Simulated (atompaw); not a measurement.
# Cutoff test, molybdenum (Mo), PAW (atompaw)

molybdenum (Mo), PAW, made with atompaw 4.2.0.5 (PBEsol, scalar-relativistic). Core [Kr], reference 4d5 5s0 5p0 (charge +1). Waves: 5s (bound, empty): rc 2.95 bohr; 5s channel at 2.45 Ry: rc 2.35 bohr; 5p (bound, empty): rc 2.95 bohr; 5p channel at 3.6 Ry: rc 2.95 bohr; 4d (bound): rc 2.95 bohr; 4d channel at 1.45 Ry: rc 1.55 bohr. Local part: bessel scheme, radius 2.30 bohr. Core correction: smooth core density matched at 1.90 bohr. Augmentation charge: gaussian compensation charge, radius 2.85 bohr; PAW radius 2.95 bohr; waves and projectors: custom polynom2 7 10 vanderbiltortho.

The pseudo-atom Hamiltonian at the reference potential is diagonalised in spherical Bessel functions j_l(qr) that vanish at 20 bohr, with q² up to the cutoff. All-electron valence levels (Ry): 5s -0.7202, 5p -0.4272, 4d -0.7655.

How do the lowest levels (Ry) of each channel move with the cutoff, and are there ghosts?

```json
{"cutoff (Ry)": "8", "s #1": "-0.7198", "p #1": "-0.4270", "p #2": "-0.1343", "d #1": "-0.7499", "f #1": "-0.0557", "f #2": "0.0404", "Σ f·Δε (mRy)": "77.7"}
{"cutoff (Ry)": "10", "s #1": "-0.7201", "p #1": "-0.4271", "p #2": "-0.1343", "d #1": "-0.7560", "f #1": "-0.0557", "f #2": "0.0404", "Σ f·Δε (mRy)": "47.6"}
{"cutoff (Ry)": "12", "s #1": "-0.7202", "p #1": "-0.4271", "p #2": "-0.1343", "d #1": "-0.7611", "f #1": "-0.0557", "f #2": "0.0404", "Σ f·Δε (mRy)": "22.1"}
{"cutoff (Ry)": "15", "s #1": "-0.7202", "p #1": "-0.4272", "p #2": "-0.1343", "d #1": "-0.7622", "f #1": "-0.0557", "f #2": "0.0404", "Σ f·Δε (mRy)": "16.4"}
{"cutoff (Ry)": "18", "s #1": "-0.7202", "p #1": "-0.4272", "p #2": "-0.1343", "d #1": "-0.7629", "f #1": "-0.0557", "f #2": "0.0404", "Σ f·Δε (mRy)": "12.9"}
{"cutoff (Ry)": "21", "s #1": "-0.7202", "p #1": "-0.4272", "p #2": "-0.1343", "d #1": "-0.7641", "f #1": "-0.0557", "f #2": "0.0404", "Σ f·Δε (mRy)": "6.7"}
{"cutoff (Ry)": "30", "s #1": "-0.7202", "p #1": "-0.4272", "p #2": "-0.1343", "d #1": "-0.7648", "f #1": "-0.0557", "f #2": "0.0404", "Σ f·Δε (mRy)": "3.3"}
{"cutoff (Ry)": "35", "s #1": "-0.7202", "p #1": "-0.4272", "p #2": "-0.1343", "d #1": "-0.7652", "f #1": "-0.0557", "f #2": "0.0404", "Σ f·Δε (mRy)": "1.5"}
{"cutoff (Ry)": "40", "s #1": "-0.7202", "p #1": "-0.4272", "p #2": "-0.1343", "d #1": "-0.7653", "f #1": "-0.0557", "f #2": "0.0404", "Σ f·Δε (mRy)": "1.0"}
{"cutoff (Ry)": "45", "s #1": "-0.7202", "p #1": "-0.4272", "p #2": "-0.1343", "d #1": "-0.7653", "f #1": "-0.0557", "f #2": "0.0404", "Σ f·Δε (mRy)": "0.9"}
{"cutoff (Ry)": "50", "s #1": "-0.7202", "p #1": "-0.4272", "p #2": "-0.1343", "d #1": "-0.7654", "f #1": "-0.0557", "f #2": "0.0404", "Σ f·Δε (mRy)": "0.4"}
{"cutoff (Ry)": "400", "s #1": "-0.7202", "p #1": "-0.4272", "p #2": "-0.1343", "d #1": "-0.7655", "f #1": "-0.0557", "f #2": "0.0404", "Σ f·Δε (mRy)": "0.0"}
```

Result: no extra level below or beside the all-electron valence levels (s, p, d, f tested); 10 mRy is reached at 21 Ry and 1 mRy at 40 Ry.
